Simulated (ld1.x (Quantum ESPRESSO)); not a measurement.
**bismuth (Bi): excitation energies, all-electron against TM**

bismuth, norm-conserving Troullier–Martins (Kleinman–Bylander form), made with ld1.x (Quantum ESPRESSO) 7.5 (LDA (PZ), scalar-relativistic). Core [Xe] 4f14, reference 5d10 6s2 6p3. Waves: 6s (bound): rc 1.40 bohr; 5d (bound): rc 1.40 bohr; 6p (bound): rc 2.60 bohr. Local part: the p channel. Core correction: none.

Energies are relative to the spin-unpolarised reference configuration 5d10 6s2 6p3; without spin polarisation the order of configurations can differ from experiment. Spin-polarised rows fill each open shell by Hund’s rule, majority spin first.

Give the all-electron excitation energy and the error of the potential for: 5d10 6s2 6p2; 5d10 6s2 6p1; 5d10 6s2 6p0; 5d9 6s2 6p4; 5d10 6s2 6p2.5; 5d10 6s1 6p4; 5d10 6s1 6p0; 5d10 6s2 6p3 (spin-polarised); 5d10 6s2 6p2 (spin-polarised).

```csv
valence configuration,charge,ΔE all-electron (eV),error AE − PS (meV)
5d10 6s2 6p2,+1,8.154,-2.7
5d10 6s2 6p1,+2,23.719,-8.0
5d10 6s2 6p0,+3,47.434,-23
5d9 6s2 6p4,0,24.123,-174
5d10 6s2 6p2.5,+0.5,3.208,-1.2
5d10 6s1 6p4,0,10.177,+0.8
5d10 6s1 6p0,+4,93.349,+0.6
5d10 6s2 6p3 (spin-polarised),0,-1.024,+14
5d10 6s2 6p2 (spin-polarised),+1,7.602,+5.8
```

Levels in the configuration 5d10 6s2 6p3 (spin-polarised):

| level | all-electron (eV) | pseudo (eV) |
| --- | --- | --- |
| 5d up | -27.138 | -27.160 |
| 6s up | -15.156 | -15.168 |
| 6p up | -5.249 | -5.254 |
| 5d down | -26.830 | -26.798 |
| 6s down | -13.904 | -13.878 |
